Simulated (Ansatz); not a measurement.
Task: Name a neutral molecule of C, Cl, N, Si and H with LUMO energy (PBE/def2-TZVPP) between -1.55 and -1.25 eV and HOMO–LUMO gap (PBE0/def2-TZVPP) between 7.35 and 7.65 eV (Ansatz, PBE0-D4/def2-TZVP geometry).

Result: `C=C[SiH2]N[SiH](Cl)Cl` (-1.51 eV, 7.47 eV). Other molecules can fit too; these were computed, each in one conformer that needn't be the lowest.
